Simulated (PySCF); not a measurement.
C3H4ClNSi, SMILES Cl[Si@H]1C=NC=C1.

Geometry optimised at PBE-D3(BJ)/def2-SVP. The structure was generated by enumeration; whether it is a known compound was not checked.

Method: PBE-D3(BJ)/def2-SVP (PySCF).

Frequencies are harmonic and unscaled.

Computed vibrational spectrum:
```tsv
mode	ν (cm⁻¹)	IR (km/mol)	moving atoms (share of kinetic energy)
1	94	3.1	Cl 31 %, Si 25 %, N 23 %, C 16 %
2	135	2.3	C 34 %, Cl 21 %, H 20 %, Si 19 %
3	340	2.3	C 57 %, Cl 21 %, H 18 %
4	394	18.9	C 39 %, N 24 %, H 21 %, Cl 8 %
5	472	7.2	Si 38 %, C 29 %, N 15 %, H 13 %
6	564	67.7	Si 49 %, Cl 24 %, C 12 %, N 8 %
7	608	12.7	C 48 %, Si 32 %, N 13 %
8	644	16.0	H 77 %, C 16 %
9	704	29.8	H 82 %, C 13 %
10	755	20.4	C 52 %, H 41 %
11	774	49.6	H 63 %, C 21 %, Si 10 %
12	826	87.9	H 73 %, C 19 %
13	849	24.5	H 36 %, C 31 %, N 22 %, Si 10 %
14	919	22.8	C 39 %, H 37 %, N 22 %
15	961	0.2	H 69 %, C 30 %
16	1097	16.9	H 65 %, C 33 %
17	1238	6.9	H 77 %, C 14 %, N 9 %
18	1279	11.9	H 69 %, C 28 %
19	1517	5.6	C 85 %, N 11 %
20	1580	41.3	C 57 %, N 37 %
21	2172	82.4	H 97 %
22	3068	8.1	H 92 %, C 8 %
23	3104	15.1	H 92 %, C 8 %
24	3169	0.6	H 91 %, C 9 %
```
